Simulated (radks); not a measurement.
Species: Kr6+. Configuration: [Ar] 3d10 4s1.5 4d0.5 (fractional occupations, a model configuration).

Method: scalar-relativistic Kohn-Sham, PBE, spin-unpolarised, spherical densities, finite nucleus; Fermi nuclear charge, rms radius 4.1884 fm; computed with a radial shooting solver on a logarithmic mesh with Libxc functionals.

Energy parts (eV):
part                       energy
total                  -75637.294
kinetic                 77376.211
electron-nucleus      -179573.701
Hartree                 29108.633
exchange-correlation    -2548.437

Orbitals (lengths in bohr, moments of r in powers of bohr; <r^-3> diverges for s and p1/2):
| orbital | occ. | eigenvalue (eV) | <r^-3> | <r^4> | <r> |
|---|---|---|---|---|---|
| 1s | 2 | -14256.91 | - | 0.00001386 | 0.04149 |
| 2s | 2 | -1960.560 | - | 0.002721 | 0.1835 |
| 2p | 6 | -1744.871 | 1496 | 0.001967 | 0.1601 |
| 3s | 2 | -358.3677 | - | 0.1625 | 0.5289 |
| 3p | 6 | -289.5179 | 223.4 | 0.1909 | 0.5381 |
| 3d | 10 | -175.4187 | 27.41 | 0.2733 | 0.5471 |
| 4s | 1.5 | -103.4958 | - | 6.263 | 1.359 |
| 4d | 0.5 | -59.0123 | 3.438 | 21.28 | 1.813 |

The highest occupied level is 4d at -59.012 eV. The density falls to 0.001 e/bohr^3 at r = 2.85 bohr. The electron density at the nucleus is 5.015e+04 e/bohr^3 (large components only). Summed over all electrons, <r^2> = 11.59 bohr^2, which gives a Langevin (diamagnetic) susceptibility term of -9.18 x 10^-6 cm^3/mol.
